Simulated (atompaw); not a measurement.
**Building the PAW (atompaw) potential for Pt (LDA (PW92), scalar-relativistic).**

Input for atompaw 4.2.0.5:

```
Pt 78
LDA-PW scalarrelativistic loggrid 2001 logderivrange -7 5 301
6 6 5 4 0 0
6 0 0.5
6 1 0.5
5 2 9
0 0 0
c
c
c
c
c
v
c
c
c
c
v
c
c
v
v
3
2.55 2.35 2.25 2.05
y
1.75
n
y
0.5
n
y
0.3
n
y
-3.9
n
custom rrkj gramschmidtortho besselshape
4 0 troulliermartins
2.55
2.55
2.55
2.55
1.95
1.95
1.05
1.05
PWSCFOUT
UPFDX 0.0125d0 UPFXMIN -7.d0 UPFZMESH 78.d0
END
```

Command:

```bash
atompaw < Pt.input > Pt.log
```

Resulting log (summary file):

```
Completed calculations for Pt (AE)

 Exchange-correlation type: LDA, Perdew-Wang correlation

 Radial integration grid is logarithmic
 r0 =   8.7953405E-05 h =   6.8603656E-03   n =      2001 rmax =   8.0000000E+01

 Scalar relativistic calculation

 AEatom converged in  40 iterations
   nz     =  78.00
   delta  =       4.229137417354E-17

 All Electron Orbital energies:
  n  l      occupancy      energy
  1  0      2.0000000E+00 -5.7605824E+03
  2  0      2.0000000E+00 -1.0121366E+03
  3  0      2.0000000E+00 -2.3777652E+02
  4  0      2.0000000E+00 -5.1107108E+01
  5  0      2.0000000E+00 -7.5898091E+00
  6  0      5.0000000E-01 -4.9611699E-01
  2  1      6.0000000E+00 -8.7743285E+02
  3  1      6.0000000E+00 -1.9855913E+02
  4  1      6.0000000E+00 -3.8243133E+01
  5  1      6.0000000E+00 -4.2158014E+00
  6  1      5.0000000E-01 -1.1542307E-01
  3  2      1.0000000E+01 -1.5598279E+02
  4  2      1.0000000E+01 -2.2625069E+01
  5  2      9.0000000E+00 -5.4386012E-01
  4  3      1.4000000E+01 -5.2592263E+00

 Total energy
   Total                    :   -36806.28927851458866

 ---
 Completed calculations for Pt (SC)

 Exchange-correlation type: LDA, Perdew-Wang correlation

 Radial integration grid is logarithmic
 r0 =   8.7953405E-05 h =   6.8603656E-03   n =      2001 rmax =   8.0000000E+01

 Scalar relativistic calculation

 SCatom converged in   3 iterations
   nz     =  78.00
   delta  =       3.271230506172E-18

 Valence Electron Orbital energies:
  n  l      occupancy      energy
   6  0      5.0000000E-01 -4.9611699E-01
   6  1      5.0000000E-01 -1.1542307E-01
   5  2      9.0000000E+00 -5.4386012E-01
   4  3      1.4000000E+01 -5.2592263E+00

 Total energy
   Total                    :   -36806.28927852873312
   Valence                  :    -1251.84945277263751

 PAW parameters:
       lmax =            3
         rc =    2.5550960169590300
        irc =         1499
   rc_shape =    2.3531678991492910
    rc_vloc =    2.2582692439063137
    rc_core =    2.0514557325972071
   Vloc: Norm-conserving Troullier-Martins with l= 4;e=   0.0000E+00
   Projector type: RRKJ pseudization + Gram-Schmidt ortho.
   Bessel compensation charge shape zeroed at   2.3532E+00

 Number of basis functions     8
 No.   n  nodes  l      Energy         Cp coeff         Occ
  1    6    5    0   -0.4961170E+00  0.1000000E+01  0.5000000E+00
  2  999    6    0    0.1750000E+01  0.2406844E-01  0.0000000E+00
  3    6    4    1   -0.1154231E+00  0.1000000E+01  0.5000000E+00
  4  999    5    1    0.5000000E+00  0.5382917E-02  0.0000000E+00
  5    5    2    2   -0.5438601E+00  0.1000000E+01  0.9000000E+01
  6  999    3    2    0.3000000E+00  0.1722025E-01  0.0000000E+00
  7    4    0    3   -0.5259226E+01  0.1000000E+01  0.1400000E+02
  8  999    1    3   -0.3900000E+01  0.1644348E+00  0.0000000E+00

 Eigenvalues of overlap operator (in the basis of projectors):
    1        2.34853739E-04
    2        1.40011605E+00
    3        1.56516281E+00
    4        1.80552213E+00
    5        3.49054167E+00
    6        1.58776922E+01
    7        1.74321746E+01
    8        1.46992431E+03

 Orbital leakage outside PAW augmentation regions
   orb  is_core?  %out_of_sphere
   1 0    T           0.00
   2 0    T           0.00
   3 0    T           0.00
   4 0    T           0.00
   5 0    T           0.03
   6 0    F          56.34
   2 1    T           0.00
   3 1    T           0.00
   4 1    T           0.00
   5 1    T           0.30
   6 1    F          88.80
   3 2    T          -0.00
   4 2    T           0.00
   5 2    F          12.07
   4 3    F           0.00

 Summary of PAW energies
   Total valence energy     :  -1251.84945933337940
   Smooth energy            :    113.01051675772462
   One center               :  -1364.85997609110404
   Smooth kinetic           :    136.97740297608144
   Vloc energy              :    -16.45618072563684
   Smooth exch-corr         :    -16.30161198349443
   One-center xc            :   -671.45621779498663
```

Note: ghost state, extra bound levels that the all-electron valence spectrum of the same l lacks: p at -6.5 eV. A true bound ghost makes a file unfit for plane-wave use.

The run took about 13 s on one core of a shared server CPU.
